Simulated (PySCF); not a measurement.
**Al3F3O3: core ionisation energies**

Compound: (FAlO)3 ring, Al3F3O3.
Cartesian coordinates in Å at the PBE0-D3(BJ)/def2-SVP level; atoms count from 1:
```xyz
9
Al3F3O3 angstrom
Al     0.558   -0.576    1.549
F      1.075   -1.162    3.001
O     -1.092   -0.395    1.172
Al    -1.690    0.150   -0.325
F     -3.304    0.256   -0.647
O     -0.503    0.561   -1.472
Al     1.175    0.429   -1.223
F      2.274    0.796   -2.396
O      1.641   -0.129    0.315
```

Method: delta-SCF UKS SCAN, pcX-2 on the ionised atom, pcseg-1 elsewhere, spin-free X2C (PySCF). Binding energies are ΔSCF values: E(core-ionised, relaxed orbitals) − E(ground state) at a fixed geometry, referred to the vacuum level.

Question: List the computed XPS lines with their assignment.

Answer: 
| atom(s) | bonded to | level | binding energy (eV) | count |
| --- | --- | --- | --- | --- |
| O3/O6/O9 | 2 Al | O 1s | 538.09 | 3 |
| F2/F5/F8 | Al | F 1s | 692.35 | 3 |
| Al1/Al4/Al7 | F and 2 O | Al 1s | 1568.91 | 3 |

Question: Give the binding energy of O 1s of O3/O6/O9 in hartree and in kJ/mol.

Answer: 538.09 eV = 19.7744 Eh = 51918 kJ/mol.

Question: Which effective nuclear charge Zeff reproduces each element's mean 1s value in the hydrogen-like formula E = 13.606 eV × Zeff²?

Answer: O (Z = 8): mean 538.1 eV, Zeff = 6.29, Z − Zeff = 1.71; F (Z = 9): mean 692.3 eV, Zeff = 7.13, Z − Zeff = 1.87; Al (Z = 13): mean 1568.9 eV, Zeff = 10.74, Z − Zeff = 2.26. Means run over the listed sites, weighted by atom count.

The first atom of each set that the bonding makes equivalent was ionised and stands for the set. One conformer (not necessarily the lowest) at the PBE0-D3(BJ)/def2-SVP geometry, without solvent, vibrations or thermal averaging.
